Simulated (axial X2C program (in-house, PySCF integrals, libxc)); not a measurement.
**Ionising SnTe**

All values come from calculations with an in-house relativistic program for diatomic molecules, spin-free (one-electron X2C) or two-component (2c: spin–orbit coupling with atomic mean-field Coulomb and Gaunt terms, which also bring small scalar terms), in Dyall basis sets with cores contracted in-house; open shells are unrestricted.

Basis sets: Sn dyall-cv3z, Te dyall-cv3z.

| Hamiltonian | level | SnTe state | Re (Å) | ωe (cm⁻¹) | De (eV) |
| --- | --- | --- | --- | --- | --- |
| spin-free | TPSS | M_S = 0, Λ = 0 | 2.543 | 254.5 | 4.26 |
| spin-free | PBE0 | M_S = 0, Λ = 0 | 2.521 | 267.2 | 4.02 |
| 2c | TPSS | Ω = 0 | 2.547 | 252.1 | n/a |
| 2c | PBE0 | Ω = 0 | 2.525 | 264.1 | n/a |

Adiabatic ionisation energy (minimum to minimum, no zero-point term) and constants of SnTe⁺:

| Hamiltonian | level | SnTe⁺ state | IE (eV) | Re (Å) | ωe (cm⁻¹) | De (eV) | fragments |
| --- | --- | --- | --- | --- | --- | --- | --- |
| spin-free | TPSS | M_S = 1/2, Λ = 1 | 8.49 | 2.706 | 205.2 | 3.02 | Te + Sn+ |
| spin-free | PBE0 | M_S = 1/2, Λ = 1 | 8.44 | 2.681 | 215.1 | 2.89 | Te + Sn+ |
| 2c | TPSS | Ω = 3/2 | 8.26 | 2.710 | 202.6 | n/a | Te + Sn+ |
| 2c | PBE0 | Ω = 3/2 | 8.21 | 2.686 | 211.9 | n/a | Te + Sn+ |

Problem. Add the zero-point terms to the ionisation energy at PBE0, 2c, and say whether the electron removed was bonding.

Solution. IE0 = IE + (ωe⁺ − ωe)/2 = 8.21 + (-0.003) = 8.21 eV. Re changes by 0.161 Å, so the bond lengthens, as on loss of a bonding electron.

Each entry is the lowest single determinant of a limited PBE0 search at one distance. De goes to single-determinant-based atoms at the same level (for ions the charge split of lowest energy) and is withheld (n/a) where an atom does not fit its ground term or J level. Main or longest-lived isotopes. The functionals have no current term, which raises determinants with orbital currents.
